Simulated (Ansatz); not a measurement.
(AlN)n: PBE-D4/def2-TZVP single points in Ansatz on relaxed structures, gas phase. Each cluster is the lowest isomer that a short search found in that spin, judged at the geometry's level, and lower ones may exist. Binding counts from free atoms in the multiplicity of their measured ground term, without zero-point energy. Singlets are spin-restricted. A dash marks a value that wasn't run or was left out as unsound. The structures are stationary points that may keep the symmetry of their start. Remarks come from the PBE and PBE0 runs and from stability tests at other levels; not every state was tested. HOMO above LUMO (over both spins in singlets and doublets, within one spin in higher multiplets; at PBE or PBE0), or a gap under 0.15 eV within one spin, warns that the state may not be the lowest or that an electron is smeared out.

```json
{"species": "Al2N2", "atoms": "4", "state": "singlet", "geometry": "PBE0-D4/def2-TZVP", "HOMO (eV)": "-5.45", "LUMO (eV)": "-3.57", "gap (eV)": "1.87", "vertical IE (eV)": "7.93", "binding per atom (eV)": "3.27", "lowest of the spins relaxed": "singlet, of singlet/triplet/quintet", "point group (within 0.1 Å)": "D2h", "remarks": "–"}
{"species": "Al5N5", "atoms": "10", "state": "singlet", "geometry": "B3LYP-D4/def2-SVP", "HOMO (eV)": "-5.92", "LUMO (eV)": "-3.73", "gap (eV)": "2.19", "vertical IE (eV)": "–", "binding per atom (eV)": "3.89", "lowest of the spins relaxed": "–", "point group (within 0.1 Å)": "D5h", "remarks": "gap within one spin near zero at PBE or PBE0 (+1 doublet), HOMO above LUMO (+1 doublet)"}
{"species": "Al6N6", "atoms": "12", "state": "singlet", "geometry": "PBE-D4/def2-SVP", "HOMO (eV)": "-4.66", "LUMO (eV)": "-3.55", "gap (eV)": "1.11", "vertical IE (eV)": "6.92", "binding per atom (eV)": "4.08", "lowest of the spins relaxed": "–", "point group (within 0.1 Å)": "–", "remarks": "restricted SCF unstable in HF"}
```

The gap (eV) runs from 1.11 (Al6N6) to 2.19 (Al5N5). The binding per atom (eV) runs from 3.27 (Al2N2) to 4.08 (Al6N6).
